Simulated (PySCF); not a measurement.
C₆ coefficients of unlike pairs at UHF

Calculated with PySCF 2.14 from the dipole response of each species, C₆(A,B) = (3/π) ∫ α_A(iu) α_B(iu) du, in atomic units, from isotropic polarisabilities. For ions this is the dispersion term alone; charge-induced terms of lower order in 1/R come first.

| species | configuration | basis | relativity | α (bohr³) | C₆ (like pair) |
| --- | --- | --- | --- | --- | --- |
| Kr | [Kr] (1S) | dyall-av2z (16s12p8d) | none | 15.04 | 116.0 |
| S | [Ne] 3s2 3p4 (3P) | aug-cc-pCVTZ-DK with one added diffuse shell each of s, p, d, f type (9s8p6d4f) | spin-free X2C | 19.16 | 130.6 |
| Sr(2+) | [Kr] (1S) | aug-cc-pwCVTZ-X2C with one added diffuse shell each of s, p, d, f type (11s10p8d4f) | spin-free X2C | 5.794 | 28.16 |
| Ti | [Ar] 3d2 4s2 (3F) | aug-cc-pVTZ with one added diffuse shell each of s, p, d, f, g type (9s8p6d4f3g) | none | 164.4 | 1792 |

**Question.** Estimate C₆ for Ti with Kr.

**Answer.** The integral gives 342.3. The combination rule 2 C_A C_B / (C_A α_B/α_A + C_B α_A/α_B) gives 290.3 and the geometric mean 455.9.

No spin-orbit coupling is included.

The other pairs:

```json
{"pair": "Sr(2+), Kr", "C₆": "55.65"}
{"pair": "Ti, Sr(2+)", "C₆": "144.2"}
{"pair": "S, Kr", "C₆": "121.3"}
{"pair": "Sr(2+), S", "C₆": "56.18"}
{"pair": "Ti, S", "C₆": "401.0"}
```
